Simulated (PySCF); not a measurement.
A PySCF script (with the pyscf-properties extension) for the NMR shieldings of `[H][Ga]([H])[CH2]C`, C2H7Ga, on a PBE0-D3(BJ)/def2-SVP geometry:

```python
import basis_set_exchange as bse
import numpy as np
from pyscf import gto, dft
from pyscf.prop import nmr

atoms = """
Ga    0.743392    1.385394    0.577389
H     2.321327    1.393805    0.574426
H    -0.019805    2.764785    0.513912
C    -0.250313   -0.327155    0.578410
C    -0.426408   -0.882086   -0.838687
H    -1.235267   -0.175473    1.049556
H     0.293952   -1.056424    1.201300
H    -0.970357   -1.841334   -0.836503
H    -0.997307   -0.195245   -1.485029
H     0.540786   -1.066258   -1.334784
"""
names = {"Ga": "pcSseg-2", "H": "pcSseg-1", "C": "pcSseg-1"}
basis = {el: gto.basis.parse(bse.get_basis(n, elements=[el], fmt="nwchem")) for el, n in names.items()}
mol = gto.M(atom=atoms, basis=basis, charge=0, verbose=0)
mf = dft.RKS(mol, xc="PBE0")
mf.grids.level = 2
mf.grids.alignment = dft.numint.BLKSIZE   # the property module wants whole blocks of grid points
mf.conv_tol = 1e-9
mf.kernel()

calc = nmr.RKS(mf)   # GIAO
C = mf.mo_coeff
Co = C[:, mf.mo_occ > 0]
resp = mf.gen_response(singlet=True, hermi=2)
def vind(x):   # induced exchange potential for any number of trial vectors
    d = np.einsum("pi,xij,qj->xpq", C, 2 * x.reshape(-1, C.shape[1], Co.shape[1]), Co, optimize=True)
    return np.einsum("xpq,pi,qj->xij", resp(d - d.transpose(0, 2, 1)), C, Co, optimize=True).ravel()
mo1, _ = nmr.rhf.solve_mo1(calc, with_cphf=vind)
sigma = calc.kernel(mo1)
for i, s in enumerate(sigma):   # ppm
    print("%2d %-2s %9.2f" % (i, mol.atom_pure_symbol(i), np.trace(s) / 3))
```

Question: What are the results?

Answer: 
```
 0 Ga   1121.28
 1 H      24.94
 2 H      24.92
 3 C     172.81
 4 C     177.40
 5 H      30.14
 6 H      30.25
 7 H      29.77
 8 H      30.33
 9 H      30.27
```

These numbers come from an equivalent density-fitted implementation of the same equations, which agrees with the script to about 0.01 ppm for H and up to a few tenths of a ppm for heavy atoms, so last digits may differ.

Question: Turn these shieldings into chemical shifts. δ = σ(ref) − σ, references computed at the same level: $^{71}$Ga (1817.03 ppm) against [Ga(H2O)6]3+; TMS for $^{1}$H (31.27 ppm), $^{13}$C (184.41 ppm).

Answer: Averaging equivalent atoms: Ga 0: 696; H 1/2: 6.34; H 7/8/9: 1.14; H 5/6: 1.07; C 3: 11.6; C 4: 7.0 ppm. 

Relativistic effects, spin–orbit coupling among them, are left out; they matter for Ga and for the light atoms bonded to it.

Size and cost of the density-fitted run: 132 basis functions, 8.9 s wall time on 1 thread of an Arm Neoverse V2, shared host.
